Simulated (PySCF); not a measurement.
Job file and geometry (Å, from GFN2-xTB) of an NMR shielding run on `[CH2](C=C)[Al]([F])[CH]1CCC1`, C$_{7}$H$_{12}$AlF, PySCF 2.14.0, density-fitted response routines, GIAO PBE0/pcSseg-1 NMR shielding, non-relativistic, gas phase; density fitting, a coarse starting grid and PySCF grid level 2 are the driver's defaults:

```
$ OMP_NUM_THREADS=1 python probes_run.py task.json out

{"job": {"kind": "nmr", "xc": "PBE0", "basis": "pcSseg-1"}, "charge": 0, "multiplicity": 1}
C      2.780561     1.032532     0.219882
C      2.262472     0.633807    -0.932165
C      2.001848    -0.783942    -1.292301
Al     0.283694    -1.470304    -0.491677
F     -0.228181    -2.973989    -0.958243
C     -0.860629    -0.454223     0.811866
C     -1.086573     1.004004     0.349583
C     -2.370458     0.538388    -0.340599
C     -2.359018    -0.722276     0.527369
H      3.059817     0.324396     0.984319
H      2.947312     2.072154     0.442544
H      1.982947     1.371321    -1.675144
H      2.016037    -0.923805    -2.379014
H      2.791211    -1.428490    -0.882409
H     -0.590254    -0.540327     1.870566
H     -1.288772     1.674773     1.184276
H     -0.323960     1.454788    -0.286392
H     -2.190352     0.296796    -1.391106
H     -3.240869     1.187607    -0.264877
H     -2.616180    -1.658567     0.026447
H     -2.979574    -0.617700     1.417078
```

Q: Write the output of this run.

A: 
```
coarse grid: 17752 points
cycle   1  E = -615.4839204339  dE =  8.486e-01  |g| = 7.630e-01  |ddm| = 4.084e+00
cycle   2  E = -615.3798904701  dE =  1.040e-01  |g| = 1.129e+00  |ddm| = 1.338e+00
cycle   3  E = -615.6045046046  dE = -2.246e-01  |g| = 1.150e-01  |ddm| = 7.910e-01
cycle   4  E = -615.6070148329  dE = -2.510e-03  |g| = 3.802e-02  |ddm| = 1.129e-01
cycle   5  E = -615.6073110178  dE = -2.962e-04  |g| = 8.471e-03  |ddm| = 3.327e-02
cycle   6  E = -615.6073240171  dE = -1.300e-05  |g| = 3.841e-03  |ddm| = 1.044e-02
cycle   7  E = -615.6073277838  dE = -3.767e-06  |g| = 6.036e-04  |ddm| = 3.423e-03
final grid: 166416 points
cycle   8  E = -615.6686876435  dE = -4.989e-05  |g| = 9.759e-03  |ddm| = 2.965e-02
cycle   9  E = -615.6686729472  dE =  1.470e-05  |g| = 1.249e-02  |ddm| = 1.929e-02
cycle  10  E = -615.6687125069  dE = -3.956e-05  |g| = 1.002e-03  |ddm| = 1.097e-02
cycle  11  E = -615.6687126898  dE = -1.829e-07  |g| = 3.126e-04  |ddm| = 9.566e-04
cycle  12  E = -615.6687127077  dE = -1.785e-08  |g| = 5.954e-05  |ddm| = 2.497e-04
cycle  13  E = -615.6687127082  dE = -5.027e-10  |g| = 2.785e-05  |ddm| = 6.678e-05
converged SCF energy = -615.6687127082

GIAO shielding tensors (ppm)
atom      isotropic    diamagn.    paramagn.     s11        s22        s33       span
  0 C       70.021     255.017    -184.997    -44.560     95.887    158.735    203.294
  1 C       41.942     257.310    -215.368    -81.153     42.990    163.988    245.141
  2 C      163.785     253.973     -90.188    140.544    161.882    188.928     48.384
  3 Al     371.646     795.837    -424.191    267.689    358.353    488.896    221.206
  4 F      308.095     470.248    -162.153    191.564    355.764    376.957    185.393
  5 C      164.730     250.021     -85.291    150.787    170.674    172.729     21.942
  6 C      160.640     246.565     -85.925    145.641    160.557    175.722     30.081
  7 C      159.599     253.880     -94.280    145.924    163.821    169.052     23.128
  8 C      161.113     252.242     -91.129    146.322    160.384    176.633     30.311
  9 H       26.516      32.346      -5.831     22.643     26.561     30.343      7.700
 10 H       26.724      30.419      -3.695     23.015     26.277     30.880      7.865
 11 H       25.367      32.133      -6.767     23.007     25.643     27.451      4.444
 12 H       29.883      30.141      -0.257     26.127     28.210     35.313      9.186
 13 H       29.782      30.341      -0.559     25.788     28.745     34.814      9.026
 14 H       29.721      32.890      -3.169     26.134     27.803     35.227      9.093
 15 H       29.383      32.001      -2.619     26.592     27.302     34.255      7.663
 16 H       29.574      33.382      -3.808     24.618     28.332     35.772     11.154
 17 H       29.906      32.077      -2.171     27.748     28.380     33.589      5.840
 18 H       29.642      30.140      -0.498     25.727     26.235     36.965     11.239
 19 H       29.512      30.593      -1.081     24.749     28.399     35.387     10.637
 20 H       29.315      31.079      -1.765     26.380     26.837     34.727      8.347
```

Size and cost of the density-fitted run: 220 basis functions, 96 s wall time on 1 thread of an Arm Neoverse N1, shared host; peak memory 0.94 GiB.
